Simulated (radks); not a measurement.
Problem. The antimony ion Sb19+, configuration [Ar] 3d10 4s2 4p2. All-electron calculation, scalar-relativistic Kohn-Sham, PBE, spin-unpolarised, spherical densities, point nucleus. Program: a radial shooting solver on a logarithmic mesh with Libxc functionals. Some entries of the table are withheld. Estimate them.

orbital  occ.  eigenvalue (eV)  <r> (bohr)  <r^2> (bohr^2)
1s          2              (1)         (2)        0.001094
2s          2        -5136.082      0.1225         0.01769
2p          6        -4666.084         (3)         0.01397
3s          2        -1403.205      0.3272          0.1222
3p          6              (4)      0.3245          0.1219
3d         10              (5)      0.2992          0.1056
4s          2              (6)      0.7042          0.5561
4p          2        -530.3438      0.7277          0.5972

Solution. 
(1) 1s eigenvalue (eV): -30837.89
(2) 1s <r> (bohr): 0.02842
(3) 2p <r> (bohr): 0.1070
(4) 3p eigenvalue (eV): -1249.678
(5) 3d eigenvalue (eV): -1018.134
(6) 4s eigenvalue (eV): -584.4151
